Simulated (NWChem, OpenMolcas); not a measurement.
# The same job for OpenMolcas

This NWChem 7.3.0 job computes CH5InO2 (SMILES [CH3][In]([OH])[OH]):

a.nw:
```
START a
TITLE "CH5InO2 PBE"
memory 2200 mb
GEOMETRY noautosym nocenter noautoz
  C     -0.086600     0.920200    -1.366200
  In     0.122900    -0.336100     0.337800
  O      1.440800    -1.806000     0.500900
  O     -0.898600    -0.312900     2.048600
  H     -1.126400     0.929200    -1.692800
  H      0.212100     1.936300    -1.107700
  H      0.547500     0.548900    -2.169800
  H      1.365500    -2.243400     1.353100
  H     -1.577100     0.363700     2.096100
END
BASIS "ao basis" spherical bse
  * library def2-SVP
END
ECP bse
  In library def2-SVP
END
DFT
  xc xpbe96 cpbe96
  grid fine
  convergence energy 1e-08
  iterations 100
  mulliken
  noprint "final vectors analysis"
END
TASK dft gradient
```

```bash
$ nwchem a.nw > a.out
```

The coordinates come from a PBE0-D4/def2-TZVP relaxation. This is one conformer, not always the lowest.

It gives a total energy of -381.345058 Eh.

Problem. Translate the job to OpenMolcas 26.06 as an input file of the program's own.

Solution. This input was run:

mol.inp:
```
* CH5InO2 Kohn-Sham DFT
>>> EXPORT MOLCAS_PRINT=2

&gateway
  baslib
  $CurrDir
  coord
  9
  angstrom
  C       -0.086600       0.920200      -1.366200
  In       0.122900      -0.336100       0.337800
  O        1.440800      -1.806000       0.500900
  O       -0.898600      -0.312900       2.048600
  H       -1.126400       0.929200      -1.692800
  H        0.212100       1.936300      -1.107700
  H        0.547500       0.548900      -2.169800
  H        1.365500      -2.243400       1.353100
  H       -1.577100       0.363700       2.096100
  basis
  def2-SVP
  group
  NoSym

&seward
  gridinput
  Grid=UltraFine
  End of Grid

&scf
  ksdft
  PBE
  thresholds
  1e-10 1e-07 1e-07 1e-05
  prorbitals
  0

&alaska
```

```bash
$ export MOLCAS_MEM=1860
$ pymolcas mol.inp > mol.log
```

(Basis files named in the input come from the Basis Set Exchange and aren't shown.)

Its energy is -381.345056 Eh, 0.002 mEh from the first.
